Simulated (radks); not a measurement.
Problem. These are the eigenvalues of the occupied orbitals of an atom or ion with whole-number occupations (eV). Calculated with a radial shooting solver on a logarithmic mesh with Libxc functionals: Dirac Kohn-Sham, exchange-only PBE, spin-unpolarised, spherical densities, finite nucleus; Fermi nuclear charge, rms radius of each element as measured or else 0.836 A^(1/3) + 0.57 fm.

orbital  eigenvalue
1s1/2     -34734.72
2s1/2     -5732.582
2p1/2     -5410.326
2p3/2     -5085.463
3s1/2     -1466.837
3p1/2     -1333.281
3p3/2     -1270.781
3d3/2     -1037.080
3d5/2     -1023.762
4s1/2     -535.6208
4p1/2     -485.5818
4p3/2     -470.5090
4d3/2     -387.3038

Which element is it, and in what charge state? The configuration may be excited. Open shells, if any, fill j = l - 1/2 first.

Solution. Z = 54, xenon, charge +16: Xe16+ in [Kr] 4d2. The list shows which subshells hold electrons but not how many an open one holds; the 1s level, -1276.5 hartree, gives Z - s = 50.5 by -(Z - s)^2/2, which with screening and relativity narrows Z to a few neighbours, and the depths of the outer levels then fix element, charge and occupations together.
